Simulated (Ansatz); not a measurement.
Consider the formal exchange of groups at a B–F bond: `BOBF` + `C=C(F)[SiH2][AlH2]` → `BOB[SiH2][AlH2]` + `C=C(F)F`.

Calculated with Ansatz (gas phase, PBE0-D4/def2-TZVP geometries, no zero-point term in ΔE). CCSD(T)/CBS adds triple-zeta CCSD(T) − MP2 to the extrapolated MP2 energy (def2 sets, frozen cores). DFT in def2-TZVPP. B3LYP here is the variant with VWN-RPA as its local correlation; programs differ in this. One conformer a species, not always the lowest.

Is it downhill or uphill in electronic energy at CCSD(T)/CBS, and by how much? (Best estimate.)

Computed: Uphill: ΔE = +53.9 kcal/mol.

What do these levels give: PBE-D4, r2SCAN-D4, B3LYP-D4, ωB97M-V, PBE, B3LYP, SCS-MP2/def2-TZVPP, CCSD/def2-TZVPP, CCSD(T)/def2-TZVPP, MP2/def2-QZVPP, HF/CBS(def2), CCSD/CBS(def2)? (An estimate is asked.)

Ansatz gave: PBE-D4 44.2, r2SCAN-D4 47.7, B3LYP-D4 49.9, ωB97M-V 51.9, PBE 43.7, B3LYP 49.2, SCS-MP2/def2-TZVPP 55.5, CCSD/def2-TZVPP 53.6, CCSD(T)/def2-TZVPP 53.1, MP2/def2-QZVPP 56.2, HF/CBS(def2) 56.5, CCSD/CBS(def2) 54.4 kcal/mol.

Largest T1 diagnostic among the species: 0.017.

From PBE to PBE0 (25 % exact exchange), in def2-TZVPP and without D4, ΔE moves by +3.1 kcal/mol.
